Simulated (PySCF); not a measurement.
Frontier levels across methods

Compound: C3H7FSi.
Cartesian coordinates in Å at the PBE0-D3(BJ)/def2-SVP level; atoms count from 1:
```
atom  x, y, z in Å
C1     1.2990   -0.9858    0.3691
C2     1.0143    0.4641    0.2193
F3     2.1072    1.2003    0.4565
C4    -0.1354    1.0665   -0.1015
Si5   -1.7405    0.1891   -0.4544
H6     2.1169   -1.2799   -0.3074
H7     1.6346   -1.1990    1.3966
H8     0.4176   -1.6017    0.1496
H9    -0.1034    2.1607   -0.1447
H10   -2.7515    1.1944   -0.8962
H11   -2.2703   -0.5164    0.7559
H12   -1.5841   -0.8386   -1.5319
```

Basis pcSseg-2 throughout (PySCF), one geometry. Isolated species at its PBE0-D3(BJ)/def2-SVP geometry, gas phase.

**Question.** How do the orbital energies, the gap and the dipole change with the method?

**Answer.** 
```tsv
method	kind	HOMO (eV)	LUMO (eV)	gap (eV)	μ (D)	SCF cycles
BLYP	GGA	-6.13	-1.25	4.88	1.03	16
B97-D	GGA	-6.22	-1.27	4.95	1.03	15
OPBE	GGA	-6.24	-1.27	4.97	1.03	15
PBE	GGA	-6.27	-1.37	4.89	1.04	16
KT2	GGA	-6.28	-1.35	4.93	1.06	16
KT3	GGA	-6.30	-1.33	4.96	1.03	16
BP86	GGA	-6.36	-1.45	4.91	1.04	15
LDA	LDA	-6.41	-1.57	4.84	1.09	15
B97-2	global hybrid	-7.19	-0.48	6.71	1.08	14
B3LYP	global hybrid	-7.22	-0.67	6.56	1.09	14
PBE0	global hybrid	-7.44	-0.44	6.99	1.09	13
mPW1PW91	global hybrid	-7.46	-0.46	7.00	1.09	13
BHandHLYP	global hybrid	-8.47	0.56	9.03	1.16	12
CAM-B3LYP	range-separated hybrid	-8.76	0.64	9.39	1.12	12
wB97X-D	range-separated hybrid	-9.26	1.33	10.59	1.10	13
HF	Hartree–Fock	-10.00	2.62	12.62	1.23	11
LC-wPBE	range-separated hybrid	-10.11	1.74	11.85	1.12	13
```

The HOMO spans 3.98 eV, from BLYP down to LC-wPBE, and the gap runs from 4.84 eV (LDA) to 12.62 eV (HF). Over the methods BLYP (0 %), B97-D (0 %), OPBE (0 %), PBE (0 %), KT2 (0 %), KT3 (0 %), BP86 (0 %), LDA (0 %), B97-2 (21 %), B3LYP (20 %), PBE0 (25 %), mPW1PW91 (25 %), BHandHLYP (50 %), HF (100 %), a straight line through the gap against the share of exact exchange rises by 0.78 eV for each 10 % (correlation coefficient 0.999). The dipole ranges from 1.03 D (OPBE) to 1.23 D (HF). This basis has no diffuse functions.
